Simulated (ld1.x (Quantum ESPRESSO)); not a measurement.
## Configuration tests for Co (Z = 27) (ultrasoft)

ld1.x (Quantum ESPRESSO) 7.5 input, shortened:

```
&input
   title='Co', zed=27., rel=1, dft='PBESOL', iswitch=3,
   config='[Ar] 3d7 4s1.75 4p0'
 /
 &inputp
   pseudotype=3, tm=.true., lloc=-2, rcloc=1.35,
   nlcc=.true., new_core_ps=.true., rcore=1.00,
   which_augfun='PSQ', rmatch_augfun=1.20
 /
6
3S  1  0   2.00   0.00  1.05  1.15  0.0
4S  2  0   1.75   0.00  1.05  1.15  0.0
3P  2  1   6.00   0.00  1.15  1.25  0.0
4P  3  1   0.00   0.00  1.15  1.25  0.0
3D  3  2   7.00   0.00  1.20  1.65  0.0
3D  3  2   0.00   2.65  1.20  1.65  0.0
 &test
   configts(1)='3s2 3p6 3d7 4s1.75 4p0'
 /
```

Energies are relative to the spin-unpolarised reference configuration 3s2 3p6 3d7 4s1.75 4p0; without spin polarisation the order of configurations can differ from experiment.

```tsv
valence configuration	charge	ΔE all-electron (eV)	error AE − PS (meV)
3s2 3p6 3d7 4s2 4p0	0	-1.586	+0.1
3s2 3p6 3d7 4s1 4p0	+1	7.459	-0.4
3s2 3p6 3d7 4s0 4p0	+2	24.156	-0.9
3s1 3p6 3d7 4s2 4p0	+1	108.654	-75
3s2 3p6 3d7.5 4s1.5 4p0	0	-2.551	+1.1
3s2 3p6 3d6 4s0 4p0	+3	59.993	-14
```

(1) What are ΔE and the potential's error for 3s2 3p6 3d7 4s1.5 4p0?

Levels in the configuration 3s2 3p6 3d7.5 4s1.5 4p0:

```tsv
level	all-electron (eV)	pseudo (eV)
3s	-99.544	-99.533
3p	-62.991	-62.978
3d	-6.070	-6.073
4s	-4.905	-4.903
```

## Answers

(1) ΔE = 2.026 eV all-electron; the error (AE − PS) is -0.1 meV.
